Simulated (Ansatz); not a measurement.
Job for Ansatz (a quantum-chemistry and plane-wave program): R-PBE/def2-TZVPPD on H4OSi (SMILES O[SiH3]) with ghost functions, monomers drawn apart or pushed together. Files ending in .json are basis or fitting sets from the Basis Set Exchange.

Ansatz 0.2 input:
```yaml
crystal:
  periodic: [false, false, false]
  atoms:
    - {symbol: O, position_ang: [0.10572335, 0.90879734, 4.24738715]}
    - {symbol: Si, position_ang: [0.46197455, -0.37071427, 5.22041615]}
    - {symbol: H, position_ang: [0.47015565, 0.90320554, 3.35330364]}
    - {symbol: H, position_ang: [0.05147392, -1.65746868, 4.59729420]}
    - {symbol: H, position_ang: [-0.29546519, -0.16986728, 6.47257709]}
    - {symbol: H, position_ang: [1.91194433, -0.46140509, 5.52406295]}
basis:
  gaussian:
    orbitals: def2-TZVPPD.json
    ghost_atoms:
      - {symbol: C, position_ang: [-0.52593716, -0.43798256, -0.35759082]}
      - {symbol: F, position_ang: [0.62569914, 0.27791366, 0.00515469]}
      - {symbol: H, position_ang: [-1.39619282, 0.16936340, -0.11413249]}
      - {symbol: H, position_ang: [-0.47573475, -0.63352339, -1.42742892]}
      - {symbol: H, position_ang: [-0.54005836, -1.36946935, 0.20638247]}
hamiltonian:
  xc: {name: PBE}
scf: {lower_state_search: off}
```

Program output:

```
Functional definition: PBE
[...]
these checks for a lower state are left out or cut short: stability, starts, cluster_reference, orbital_swaps, neighbouring_geometries, increment
integrals: 0.19 GiB planned
1229 factors; their error is unknown
mean field: 1.33 GiB planned
mean field evaluation 1: about -9979.3553 eV, gradient 6.1e1 eV
mean field evaluation 2: about -9945.4809 eV, gradient 1.4e2 eV
mean field evaluation 4: about -9985.4044 eV, gradient 3.5e0 eV
mean field evaluation 8: about -9985.4405 eV, gradient 3.5e-2 eV
mean field evaluation 16: about -9985.4246 eV, gradient 9.5e-6 eV
mean field -9985.42462985 eV, -366.9575867831 hartree, gradient 1.2e-6 eV, S^2 0.000000; 0 other end points of the search recorded, 0 dependent functions left out
reference -9985.42467388 eV, -366.9575884012 hartree; 13, 13 occupied and 271, 271 virtual orbitals, 1229 factors
Total energy: -9985.42467388 eV, -366.9575884012 hartree
Checks for a lower state left out: stability, starts, cluster_reference, orbital_swaps, neighbouring_geometries, increment
```

The run converged.

Cost: about 2.5 core-seconds (a rough figure).
